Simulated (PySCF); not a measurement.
This script is equivalent to a calculation on Pb³⁺ (lead, charge +3).

```python
from pyscf import gto, scf, dft, mp, cc
import basis_set_exchange as bse
mol = gto.M(atom="Pb 0 0 0", charge=3, spin=1, symmetry="D2h",
            basis=gto.basis.parse(bse.get_basis("x2c-TZVPPall", elements=["Pb"], fmt="nwchem")),
            nucmod="G")
mf = dft.UKS(mol, xc="R2SCAN").sfx2c1e()
mf.irrep_nelec = {'Ag': (12, 11), 'B1g': (3, 3), 'B2g': (3, 3), 'B3g': (3, 3), 'Au': (1, 1), 'B1u': (6, 6), 'B2u': (6, 6), 'B3u': (6, 6)}
mf.kernel()
```

(1) What total energy does it give?

(2) Which occupied shell lies highest, and where?

(3) What is ⟨S²⟩, and what would a pure spin state give?

Spin-orbit coupling, which splits the p, d and f shells strongly at this Z, is absent.

Results:

(1) -20883.98 hartree (calculated).

(2) 6s α, at -38.274 eV.

(3) 0.751, against 0.75.
